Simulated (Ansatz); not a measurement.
H4TeS (SMILES S.[TeH2]), singlet: a trajectory.

Input (in.yaml):

```yaml
crystal:
  periodic: [false, false, false]
  atoms:
    - {symbol: S, position_ang: [-0.515716, -0.420825, -1.954325]}
    - {symbol: H, position_ang: [-0.221519, 0.886789, -1.895385]}
    - {symbol: H, position_ang: [0.773558, -0.773209, -1.838424]}
    - {symbol: Te, position_ang: [-0.545133, 0.215338, 2.451477]}
    - {symbol: H, position_ang: [1.108413, 0.286408, 2.393426]}
    - {symbol: H, position_ang: [-0.599703, -0.194403, 0.843231]}
basis:
  gaussian: {orbitals: def2-SVP}
hamiltonian: {xc: pbe0, dispersion: d4}
md: {n_steps: 40, timestep: 1.0, temperature: 700, ensemble: nvt_nose_hoover, seed: 692, initial_velocities: maxwell_boltzmann}
```

Launched with

```bash
ansatz run in.yaml --threads 2 --pin off --events-out ev --progress --plain --max-ram 5222MiB
```

What Ansatz 0.2.0 printed:

```
Functional definition: PBE0
  name "PBE0"
  cite "Adamo & Barone, J. Chem. Phys. 110, 6158 (1999) doi:10.1063/1.478522"
  cite "Perdew, Burke & Ernzerhof, Phys. Rev. Lett. 77, 3865 (1996) doi:10.1103/PhysRevLett.77.3865"
  parent pbe
  parameter a = 0.25
  parameter kappa = 0.804
  parameter beta = 0.06672455060314922
  exchange = (1 - a)*pbe_x(kappa = kappa, mu = beta*pi^2/3) + a*exact_x
  correlation = pbe_c(beta = beta)
771 factors; integrals over basis functions are off by at most 2.4e-4 eV
mean field evaluation 1: about -18185.8916 eV, gradient 9.1e0 eV
mean field evaluation 2: about -18186.0170 eV, gradient 7.2e0 eV
mean field evaluation 4: about -18186.1502 eV, gradient 4.7e-1 eV
mean field evaluation 8: about -18186.1633 eV, gradient 1.4e-2 eV
mean field -18186.16331799 eV, -668.3291749120 hartree, gradient 1.9e-5 eV, S^2 0.000000; 0 other end points of the search recorded, 0 dependent functions left out
the calculation of the forces begins
reference -18186.16334120 eV, -668.3291757650 hartree; 22, 22 occupied and 42, 42 virtual orbitals, 771 factors
md step     0: t =     0.00 fs  T =   700.0 K  F+E_penalty+E_count = -18186.22923353 eV  E_kin = 0.361928 eV  conserved = -18185.86730553 eV  (23 SCF iters)
md step     1: t =     1.00 fs  T =   641.6 K  F+E_penalty+E_count = -18186.19585445 eV  E_kin = 0.331718 eV  conserved = -18185.86413751 eV  (26 SCF iters, 3 dispersion substeps)
md step     2: t =     2.00 fs  T =   487.8 K  F+E_penalty+E_count = -18186.11193765 eV  E_kin = 0.252217 eV  conserved = -18185.85972707 eV  (27 SCF iters, 3 dispersion substeps)
md step     3: t =     3.00 fs  T =   360.1 K  F+E_penalty+E_count = -18186.04314804 eV  E_kin = 0.186191 eV  conserved = -18185.85698122 eV  (26 SCF iters, 3 dispersion substeps)
md step     4: t =     4.00 fs  T =   340.4 K  F+E_penalty+E_count = -18186.03264952 eV  E_kin = 0.175977 eV  conserved = -18185.85672805 eV  (26 SCF iters, 3 dispersion substeps)
md step     5: t =     5.00 fs  T =   436.7 K  F+E_penalty+E_count = -18186.08463294 eV  E_kin = 0.225799 eV  conserved = -18185.85894479 eV  (27 SCF iters, 3 dispersion substeps)
md step     6: t =     6.00 fs  T =   582.6 K  F+E_penalty+E_count = -18186.16407187 eV  E_kin = 0.301234 eV  conserved = -18185.86304141 eV  (26 SCF iters, 3 dispersion substeps)
md step     7: t =     7.00 fs  T =   661.8 K  F+E_penalty+E_count = -18186.20873527 eV  E_kin = 0.342157 eV  conserved = -18185.86690529 eV  (26 SCF iters, 3 dispersion substeps)
md step     8: t =     8.00 fs  T =   583.3 K  F+E_penalty+E_count = -18186.16689105 eV  E_kin = 0.301608 eV  conserved = -18185.86573865 eV  (24 SCF iters, 3 dispersion substeps)
md step     9: t =     9.00 fs  T =   405.9 K  F+E_penalty+E_count = -18186.06700859 eV  E_kin = 0.209851 eV  conserved = -18185.85772431 eV  (24 SCF iters, 3 dispersion substeps)
md step    10: t =    10.00 fs  T =   335.2 K  F+E_penalty+E_count = -18186.02681237 eV  E_kin = 0.173334 eV  conserved = -18185.85414415 eV  (27 SCF iters, 3 dispersion substeps)
md step    11: t =    11.00 fs  T =   454.7 K  F+E_penalty+E_count = -18186.09543798 eV  E_kin = 0.235081 eV  conserved = -18185.86114979 eV  (27 SCF iters, 3 dispersion substeps)
md step    12: t =    12.00 fs  T =   600.6 K  F+E_penalty+E_count = -18186.17592060 eV  E_kin = 0.310512 eV  conserved = -18185.86638901 eV  (26 SCF iters, 3 dispersion substeps)
md step    13: t =    13.00 fs  T =   619.0 K  F+E_penalty+E_count = -18186.18371928 eV  E_kin = 0.320029 eV  conserved = -18185.86489719 eV  (27 SCF iters, 3 dispersion substeps)
md step    14: t =    14.00 fs  T =   523.1 K  F+E_penalty+E_count = -18186.13020467 eV  E_kin = 0.270453 eV  conserved = -18185.86117924 eV  (24 SCF iters, 3 dispersion substeps)
md step    15: t =    15.00 fs  T =   408.9 K  F+E_penalty+E_count = -18186.06828366 eV  E_kin = 0.211425 eV  conserved = -18185.85847827 eV  (24 SCF iters, 3 dispersion substeps)
md step    16: t =    16.00 fs  T =   357.0 K  F+E_penalty+E_count = -18186.04034600 eV  E_kin = 0.184609 eV  conserved = -18185.85753173 eV  (23 SCF iters, 3 dispersion substeps)
md step    17: t =    17.00 fs  T =   397.5 K  F+E_penalty+E_count = -18186.06194515 eV  E_kin = 0.205516 eV  conserved = -18185.85841498 eV  (23 SCF iters, 3 dispersion substeps)
md step    18: t =    18.00 fs  T =   502.5 K  F+E_penalty+E_count = -18186.11884414 eV  E_kin = 0.259828 eV  conserved = -18185.86125052 eV  (21 SCF iters, 3 dispersion substeps)
md step    19: t =    19.00 fs  T =   589.3 K  F+E_penalty+E_count = -18186.16728512 eV  E_kin = 0.304686 eV  conserved = -18185.86515026 eV  (23 SCF iters, 3 dispersion substeps)
md step    20: t =    20.00 fs  T =   560.7 K  F+E_penalty+E_count = -18186.15315384 eV  E_kin = 0.289920 eV  conserved = -18185.86613054 eV  (24 SCF iters, 3 dispersion substeps)
md step    21: t =    21.00 fs  T =   418.4 K  F+E_penalty+E_count = -18186.07321484 eV  E_kin = 0.216348 eV  conserved = -18185.86006922 eV  (24 SCF iters, 3 dispersion substeps)
md step    22: t =    22.00 fs  T =   327.6 K  F+E_penalty+E_count = -18186.02043573 eV  E_kin = 0.169361 eV  conserved = -18185.85452500 eV  (23 SCF iters, 3 dispersion substeps)
md step    23: t =    23.00 fs  T =   414.1 K  F+E_penalty+E_count = -18186.07015037 eV  E_kin = 0.214110 eV  conserved = -18185.85975779 eV  (25 SCF iters, 3 dispersion substeps)
md step    24: t =    24.00 fs  T =   557.7 K  F+E_penalty+E_count = -18186.15056427 eV  E_kin = 0.288345 eV  conserved = -18185.86630787 eV  (27 SCF iters, 3 dispersion substeps)
md step    25: t =    25.00 fs  T =   581.5 K  F+E_penalty+E_count = -18186.16181758 eV  E_kin = 0.300637 eV  conserved = -18185.86571834 eV  (27 SCF iters, 3 dispersion substeps)
md step    26: t =    26.00 fs  T =   472.9 K  F+E_penalty+E_count = -18186.10107016 eV  E_kin = 0.244509 eV  conserved = -18185.86152534 eV  (27 SCF iters, 3 dispersion substeps)
md step    27: t =    27.00 fs  T =   335.7 K  F+E_penalty+E_count = -18186.02627765 eV  E_kin = 0.173572 eV  conserved = -18185.85801033 eV  (27 SCF iters, 3 dispersion substeps)
md step    28: t =    28.00 fs  T =   271.2 K  F+E_penalty+E_count = -18185.99129178 eV  E_kin = 0.140239 eV  conserved = -18185.85663076 eV  (28 SCF iters, 3 dispersion substeps)
md step    29: t =    29.00 fs  T =   322.0 K  F+E_penalty+E_count = -18186.01821088 eV  E_kin = 0.166492 eV  conserved = -18185.85758389 eV  (26 SCF iters, 3 dispersion substeps)
md step    30: t =    30.00 fs  T =   459.1 K  F+E_penalty+E_count = -18186.09186353 eV  E_kin = 0.237376 eV  conserved = -18185.86075174 eV  (23 SCF iters, 3 dispersion substeps)
md step    31: t =    31.00 fs  T =   589.0 K  F+E_penalty+E_count = -18186.16288812 eV  E_kin = 0.304523 eV  conserved = -18185.86518576 eV  (24 SCF iters, 3 dispersion substeps)
md step    32: t =    32.00 fs  T =   594.0 K  F+E_penalty+E_count = -18186.16708442 eV  E_kin = 0.307127 eV  conserved = -18185.86741791 eV  (24 SCF iters, 3 dispersion substeps)
md step    33: t =    33.00 fs  T =   439.8 K  F+E_penalty+E_count = -18186.08173024 eV  E_kin = 0.227384 eV  conserved = -18185.86237762 eV  (23 SCF iters, 3 dispersion substeps)
md step    34: t =    34.00 fs  T =   278.7 K  F+E_penalty+E_count = -18185.98977607 eV  E_kin = 0.144088 eV  conserved = -18185.85413070 eV  (23 SCF iters, 3 dispersion substeps)
md step    35: t =    35.00 fs  T =   308.5 K  F+E_penalty+E_count = -18186.00698773 eV  E_kin = 0.159486 eV  conserved = -18185.85629901 eV  (21 SCF iters, 3 dispersion substeps)
md step    36: t =    36.00 fs  T =   481.7 K  F+E_penalty+E_count = -18186.10439646 eV  E_kin = 0.249037 eV  conserved = -18185.86465918 eV  (23 SCF iters, 3 dispersion substeps)
md step    37: t =    37.00 fs  T =   586.5 K  F+E_penalty+E_count = -18186.16005564 eV  E_kin = 0.303226 eV  conserved = -18185.86682798 eV  (24 SCF iters, 3 dispersion substeps)
md step    38: t =    38.00 fs  T =   535.3 K  F+E_penalty+E_count = -18186.12952249 eV  E_kin = 0.276755 eV  conserved = -18185.86351309 eV  (24 SCF iters, 3 dispersion substeps)
md step    39: t =    39.00 fs  T =   398.5 K  F+E_penalty+E_count = -18186.05417007 eV  E_kin = 0.206047 eV  conserved = -18185.85950428 eV  (23 SCF iters, 3 dispersion substeps)
md step    40: t =    40.00 fs  T =   287.3 K  F+E_penalty+E_count = -18185.99372579 eV  E_kin = 0.148537 eV  conserved = -18185.85705248 eV  (25 SCF iters, 3 dispersion substeps)
Total energy: -18185.99374892 eV, -668.3229433634 hartree
Atom 0 at    -0.509841    -0.440752    -2.185076 Å, force     2.009591    -0.599397    -0.498189 eV/Å
Atom 1 at     0.225035     0.469981    -1.455421 Å, force    -0.242340    -0.532971    -0.477550 eV/Å
Atom 2 at     0.662739    -1.121736    -2.740750 Å, force    -1.779319     1.167383     1.000809 eV/Å
Atom 3 at    -0.545524     0.221200     2.514816 Å, force    -0.178018    -0.116729    -0.470962 eV/Å
Atom 4 at     0.938144     0.877730     2.133672 Å, force    -0.059584    -0.041700    -0.097500 eV/Å
Atom 5 at    -0.902553    -0.128667     0.886635 Å, force     0.249670     0.123415     0.543393 eV/Å
Dipole moment:     0.307573     0.030317    -0.091202 e Å

[the SCF lines of later steps are left out]
```

The lines “mean field evaluation” count trial sets of orbitals through the whole run, from several starts and some on an approximate energy, so they need not fall steadily or lie above the final value.

Hardware: 2 CPU threads of an Arm Neoverse V1, shared host. Wall time about 46 s.
